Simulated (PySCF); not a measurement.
## `CC([C@@H]([AsH]C)C)=O`, C$_{5}$H$_{11}$AsO

Molfile (atoms numbered from 1):
```
C5H11AsO
     RDKit          3D

 18 17  0  0  0  0  0  0  0  0999 V2000
    2.2953    0.2530    1.0301 C   0  0  0  0  0  0  0  0  0  0  0  0
    1.6280   -1.0150   -0.3237 As  0  0  0  0  0  3  0  0  0  0  0  0
   -0.1215   -0.0887   -0.6463 C   0  0  1  0  0  0  0  0  0  0  0  0
   -0.8540   -0.7389   -1.8208 C   0  0  0  0  0  0  0  0  0  0  0  0
   -0.8947   -0.3222    0.6153 C   0  0  0  0  0  0  0  0  0  0  0  0
   -1.7882    0.7945    1.0828 C   0  0  0  0  0  0  0  0  0  0  0  0
   -0.7764   -1.3619    1.2225 O   0  0  0  0  0  0  0  0  0  0  0  0
    2.0757    1.2855    0.7593 H   0  0  0  0  0  0  0  0  0  0  0  0
    1.8281    0.0303    1.9891 H   0  0  0  0  0  0  0  0  0  0  0  0
    3.3731    0.1429    1.1461 H   0  0  0  0  0  0  0  0  0  0  0  0
    2.3004   -0.2967   -1.4782 H   0  0  0  0  0  0  0  0  0  0  0  0
    0.0037    0.9828   -0.8389 H   0  0  0  0  0  0  0  0  0  0  0  0
   -0.2377   -0.6868   -2.7191 H   0  0  0  0  0  0  0  0  0  0  0  0
   -1.0487   -1.7877   -1.5977 H   0  0  0  0  0  0  0  0  0  0  0  0
   -1.8036   -0.2403   -2.0186 H   0  0  0  0  0  0  0  0  0  0  0  0
   -2.4075    0.4667    1.9138 H   0  0  0  0  0  0  0  0  0  0  0  0
   -1.1648    1.6270    1.4080 H   0  0  0  0  0  0  0  0  0  0  0  0
   -2.4158    1.1417    0.2646 H   0  0  0  0  0  0  0  0  0  0  0  0
  1  2  1  0
  2  3  1  0
  3  4  1  0
  3  5  1  0
  5  6  1  0
  5  7  2  0
  1  8  1  0
  1  9  1  0
  1 10  1  0
  2 11  1  0
  3 12  1  6
  4 13  1  0
  4 14  1  0
  4 15  1  0
  6 16  1  0
  6 17  1  0
  6 18  1  0
M  END
```

The calculation used TDDFT wB97X-D/def2-SVPD circular dichroism and optical rotation, one conformer, gas phase (PySCF 2.14.0). Geometry: GFN2-xTB.

The molecule is flexible and this is one conformer; a measurement averages over conformers. The calculation is non-relativistic, which matters for the atoms heavier than Zn.

(1) Draw the ECD and absorption spectra from the lowest 8 states, each a Gaussian of half-width 0.3 eV at 1/e height.

Answers

(1) 
```csv
E (eV),λ (nm),Δε (L mol⁻¹ cm⁻¹),ε (L mol⁻¹ cm⁻¹)
3.91,317,+0.26,9.73
4.01,309,+0.71,26.5
4.11,301,+1.55,57.6
4.21,294,+2.70,100
4.31,287,+3.77,140
4.41,281,+4.22,157
4.51,275,+3.77,140
4.61,269,+2.70,100
4.71,263,+1.55,57.7
4.81,258,+0.71,27.2
4.91,252,+0.24,14.1
5.01,247,-0.03,23.9
5.11,242,-0.41,81.7
5.21,238,-1.31,250
5.31,233,-3.24,618
5.41,229,-6.41,1220
5.51,225,-10.16,1940
5.61,221,-12.90,2460
5.71,217,-13.12,2510
5.81,213,-10.75,2080
5.91,210,-7.26,1490
6.01,206,-4.53,1190
6.11,203,-3.56,1490
6.21,200,-4.06,2450
6.31,196,-4.85,3800
6.41,193,-4.89,5010
6.51,190,-4.60,5670
6.61,187,-5.88,5800
6.71,185,-9.62,5890
6.81,182,-13.09,6500
6.91,179,-11.42,7890
7.01,177,-2.78,9780
7.11,174,+8.70,11300
7.21,172,+16.34,11400
7.31,170,+16.86,9740
7.41,167,+12.40,6970
```
Δε uses R in velocity form, ε uses f in length form. Only the states computed contribute, so the short-wavelength end is incomplete.
